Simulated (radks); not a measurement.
Dipole-allowed excitations along the series with 29 electrons in [Ar] 3d10 4s1. Method: scalar-relativistic Kohn-Sham, LB94 model potential, spin-polarised, spherical densities, finite nucleus; open shells are filled with parallel spins first (spin-orbit coupling, left out, can overturn this in heavy ions); Fermi nuclear charge, rms radius of each element as measured or else 0.836 A^(1/3) + 0.57 fm; computed with a radial shooting solver on a logarithmic mesh with Libxc functionals. Time-dependent linear response with the Hartree and adiabatic LDA kernel, continuum included through the Sternheimer equations, no spin-orbit coupling, so fine structure and intercombination lines are absent. Lines are the poles of the dipole polarisability below minus the highest occupied eigenvalue, found on a grid refined at the orbital gaps; the lowest seven at most are given, and weak or close lines can be missed. The first line takes the name of the lowest orbital gap if no other gap lies below it; otherwise a line is named after a gap within 0.6 % of it, if that gap stands alone.

| species | -e(HOMO) (eV) | lowest orbital gap (eV) | first line (eV) | f | static alpha (bohr^3) |
|---|---|---|---|---|---|
| In20+ | 602.69 | 4s-4p 49.779 | 52.561 (4s-4p) | 0.605 | 0.1859 |
| Sn21+ | 652.10 | 4s-4p 52.660 | 55.561 (4s-4p) | 0.600 | 0.1647 |
| Sb22+ | 703.40 | 4s-4p 55.643 | 58.660 (4s-4p) | 0.595 | 0.1465 |
| Te23+ | 756.62 | 4s-4p 58.734 | 61.868 (4s-4p) | 0.591 | 0.1307 |
| I24+ | 811.75 | 4s-4p 61.938 | 65.191 (4s-4p) | 0.587 | 0.1169 |
| Xe25+ | 868.82 | 4s-4p 65.263 | 68.636 (4s-4p) | 0.584 | 0.1049 |
